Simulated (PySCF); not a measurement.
Below is a simulated gas-phase Cl 2p photoelectron spectrum of `CC[O][Ti]([Cl])([Cl])[Cl]` (Ti(OEt)Cl3).

Every computed line was given a Gaussian of 1.0 eV full width at half maximum and an area set by the number of equivalent atoms (split 2:1 within a doublet); the highest printed point is 100. Method used: PySCF, delta-SCF UKS SCAN, pcX-2 on the ionised atom (unc-x2c-TZVPall on a metal), pcseg-1 elsewhere, spin-free X2C.

binding energy (eV), intensity and a bar:
```
    204.1          0 
    204.2          1 
    204.3          2 
    204.4          3 #
    204.5          6 ##
    204.6         10 ###
    204.7         16 #####
    204.8         24 #######
    204.9         35 ###########
    205.0         48 ##############
    205.1         62 ###################
    205.2         76 #######################
    205.3         88 ##########################
    205.4         96 #############################
    205.5        100 ##############################
    205.6         98 #############################
    205.7         91 ###########################
    205.8         80 ########################
    205.9         67 ####################
    206.0         53 ################
    206.1         41 ############
    206.2         31 #########
    206.3         24 #######
    206.4         21 ######
    206.5         21 ######
    206.6         24 #######
    206.7         29 #########
    206.8         35 ###########
    206.9         42 ############
    207.0         47 ##############
    207.1         49 ###############
    207.2         50 ###############
    207.3         48 ##############
    207.4         43 #############
    207.5         37 ###########
    207.6         30 #########
    207.7         23 #######
    207.8         16 #####
    207.9         11 ###
    208.0          7 ##
    208.1          4 #
    208.2          3 #
    208.3          1 
    208.4          1 
    208.5          0 
    208.6          0
```

Question: How many maxima does the curve show, and how many computed lines lie under it?

Answer: The curve has 2 maxima (at 205.5 and 207.2 eV). Under it lie 2 lines from 1 inequivalent chlorine site, drawn as a 2p3/2, 2p1/2 pair.

Question: Decompose the envelope and assign each component. Bonds: Ti1–O2, Ti1–Cl10, Ti1–Cl11, Ti1–Cl12, O2–C3, C3–C4. Hydrogens: H5, H6 on C3; H7, H8, H9 on C4.

Answer: 
```
position (eV)  relative area      line           atoms            environment
       205.51           2.00  Cl 2p3/2  Cl10/Cl11/Cl12  chlorine bonded to Ti
       207.17           1.00  Cl 2p1/2  Cl10/Cl11/Cl12  chlorine bonded to Ti
```

Question: What are the centre and the root-mean-square width of the whole band?

Answer: The area-weighted mean of the lines is 206.07 eV. Their own spread about it is 0.78 eV (rms) and each Gaussian has σ = 1.0/2.355 = 0.42 eV; the variances add, which gives 0.89 eV.

The curve has no shake-up lines and no vibrational structure. Topologically equivalent atoms share the value of their first member; where this conformer doesn't relate them by symmetry, their own values could differ. The 2p values add to the ΔSCF energy of one spin-free hole a correction within the shell (spin–orbit coupling, ligand field). 2p1/2 minus 2p3/2 (ligand field included): Cl 1.65 eV. Geometry: PBE0-D3(BJ)/def2-SVP; no solvent, vibrations or thermal averaging. Metal 2p energies of this one-determinant scheme are less reliable than its 1s energies.

On an Arm Neoverse V1 with one thread, shared host with 64 logical CPUs at a one-minute load of 46, this took 1.8 min of wall time and 0.73 GiB of memory at its peak.
